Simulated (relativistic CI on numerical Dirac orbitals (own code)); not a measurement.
Ni2+ in a cubic cluster: 2p photoemission with charge transfer

Computed with a charge-transfer multiplet model of a cubic metal-ligand cluster with up to 2 ligand holes, Slater and spin-orbit integrals from Dirac-Coulomb-Breit ions, Slater integrals scaled by 0.9. The ground state mixes d8 with configurations of k ligand holes L, whose averages lie at kΔ + k(k − 1)U_dd/2; a core hole lowers each added d electron by U_cd. 300 K, Lorentzian 0.6 eV and Gaussian 0.8 eV FWHM.

Atomic integrals in eV (Slater integrals scaled, ζ unscaled), ground: F2dd 10.953, F4dd 6.797, zeta_d 0.080; with the core hole: F2dd 12.575, F4dd 7.855, zeta_d 0.114, zeta_core 11.406, F2cd 7.542, G1cd 5.754, G3cd 3.273.

Cluster parameters (eV): Δ = 2.6, U_cd = 9.5, 10Dq = 0.95, 10Dq(ligand) = 0.1, V(eg) = 2.25, V(t2g) = -1.18, final-state hopping factor = 1.

```tsv
Case	n_d	d8	d9L	d10L2	S
U_dd = 6.7 eV	8.26	0.75	0.24	0.01	1.00
U_dd = 7.4 eV	8.25	0.75	0.24	0.01	1.00
U_dd = 8.1 eV	8.25	0.76	0.24	0.01	1.00
U_dd = 8.8 eV	8.25	0.76	0.24	0.01	1.00
U_dd = 9.5 eV	8.25	0.76	0.23	0.01	1.00
```

Weights, n_d and S are thermal averages at 300 K. Binding energies count from the first peak over 30 % of the highest in each spectrum, which can be another peak from case to case. The parameters are a model scan and need not match a compound or its usual spin state. Peaks in eV (height, largest 100):
- U_dd = 6.7 eV: 0.0 (100), 6.2 (59), 11.0 (22), 13.6 (12), 15.1 (6), 17.5 (46), 23.5 (36), 28.4 (21), 30.3 (5)
- U_dd = 7.4 eV: 0.0 (100), 6.3 (58), 10.8 (21), 13.4 (12), 14.8 (6), 17.5 (46), 23.6 (34), 28.2 (20)
- U_dd = 8.1 eV: 0.0 (100), 3.8 (6), 6.6 (56), 10.8 (20), 13.3 (11), 17.5 (45), 24.0 (31), 28.2 (19)
- U_dd = 8.8 eV: 0.0 (100), 3.7 (7), 6.8 (54), 10.8 (19), 13.2 (11), 17.6 (45), 24.3 (30), 28.1 (18)
- U_dd = 9.5 eV: 0.0 (100), 3.7 (8), 7.1 (51), 10.8 (18), 13.1 (11), 17.6 (45), 24.6 (29), 28.1 (16)

For the case U_dd = 7.4 eV, Δ = 2.6 eV is smaller than U_dd = 7.4 eV, the charge-transfer side of the Zaanen-Sawatzky-Allen scheme. With the core hole the average of the configuration with one ligand hole lies at Δ − U_cd = -6.9 eV before mixing: it lies below the unscreened one, so the lowest final states are mostly screened and the unscreened weight appears at higher binding energy as a satellite.
